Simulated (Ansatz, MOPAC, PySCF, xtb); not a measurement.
Lewis adduct: BCl3 (SMILES ClB(Cl)Cl) (first 4 atoms) with C2H6O (SMILES COC); geometry from B3LYP-D3(BJ)/def2-TZVP.
(charge 0, multiplicity 1):
```xyz
13

Cl     0.6805    -1.5124     0.8971
B     -0.1045     0.0906     1.3321
Cl     0.8459     1.5414     0.7679
Cl    -1.8636     0.1896     0.8607
C     -0.9188    -0.8073     3.6673
O     -0.0792     0.1516     2.9617
C      1.2284     0.2653     3.5940
H     -0.9837    -0.4744     4.6998
H     -0.4693    -1.7961     3.5942
H     -1.8899    -0.7875     3.1904
H      1.0576     0.5439     4.6305
H      1.7678     1.0408     3.0664
H      1.7455    -0.6897     3.5174
```

Counterpoise-corrected where a basis set is named; no monomer relaxation. Rows marked so take none.

Rows in 3-21G carry no dispersion term and start afresh at each structure. The state that PM7 reach isn't checked; PM7 holds dispersion and hydrogen-bond terms.

The values were computed with Ansatz (an electronic-structure program); MOPAC for PM7 (differences of heats of formation); PySCF for 3-21G rows, the dispersion terms; xtb for the GFN methods. Values without a source in brackets are computed.

Problem. One of these levels gives -162.8 kJ/mol for the interaction energy. Which one is it?
A) PM7
B) r2SCAN-D3(BJ)/def2-TZVPPD
C) B3LYP/3-21G (no counterpoise)
D) GFN2-xTB

Solution. B, r2SCAN-D3(BJ)/def2-TZVPPD. The others give -179.9 (PM7), -128.2 (GFN2-xTB), -227.3 (B3LYP/3-21G (no counterpoise))
